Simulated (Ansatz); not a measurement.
C7H14 can be A, `C[C@@H]1CCC[C@H]1C`, or B, `CC1CCCCC1`.

Gas-phase electronic energies from Ansatz, PBE0-D4/def2-TZVP geometries. CCSD(T)/CBS is the MP2 limit (def2-TZVPP, def2-QZVPP) plus CCSD(T) − MP2 in def2-TZVPP, frozen cores. DFT in def2-TZVPP.

**Question.** Which is lower in electronic energy at CCSD(T)/CBS, and by how much? (Estimate.)

**Answer.** Ansatz gave: B, by 19.4 kJ/mol.

**Question.** Give E(B) − E(A) in kJ/mol with r2SCAN-D4, CCSD/def2-TZVPP, HF/def2-TZVPP, B2PLYP, ωB97M-V, PBE0-D4, CCSD(T)/def2-TZVPP. (An estimate is asked.)

**Answer.** The calculation gave: r2SCAN-D4 -20.3, CCSD/def2-TZVPP -19.6, HF/def2-TZVPP -21.5, B2PLYP -19.0, ωB97M-V -18.6, PBE0-D4 -19.3, CCSD(T)/def2-TZVPP -18.7. None reverses the order clearly.

Largest T1 diagnostic: 0.009.
